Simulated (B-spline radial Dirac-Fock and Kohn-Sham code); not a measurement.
**Satellites and hypersatellites of the K lines of Hf³⁴⁺**

System: the Hf³⁴⁺ ion, [Kr] 4d2.

Method: multi-electron Dirac-Fock with separately optimised hole states, Breit and Lamb-shift corrections added in first order. Computed with a radial atomic solver. Each two-hole energy is an average over J within one jj subconfiguration, not an observable level; in light atoms, where LS coupling holds, the j-resolved values are not observed lines, and for a K spectator the Kα1 hypersatellite is nearly forbidden. Correlation energy is missing from these numbers.

Lines without a spectator: Kα2 (K-L2) 54597.4 eV, Kα1 (K-L3) 55776.1 eV, Kβ3 (K-M2) 63006.5 eV, Kβ1 (K-M3) 63269.1 eV. Shifts in eV with one spectator hole (a dash: not computed, or left out as unreliable):

| spectator hole | Kα2 | Kα1 | Kβ3 | Kβ1 |
| --- | --- | --- | --- | --- |
| K (1s) | +942.2 | +1009.2 | +1221.2 | +1237.3 |
| L2 (2p1/2) | +119.1 | +159.4 | – | +309.5 |
| L3 (2p3/2) | +92.3 | +100.4 | +237.4 | – |
| M2 (3p1/2) | – | +25.42 | +52.6 | +62.2 |
| M3 (3p3/2) | +14.38 | – | +46.1 | +47.0 |
| M4 (3d3/2) | +4.91 | +1.46 | – | – |
| M5 (3d5/2) | -0.49 | +3.55 | – | – |
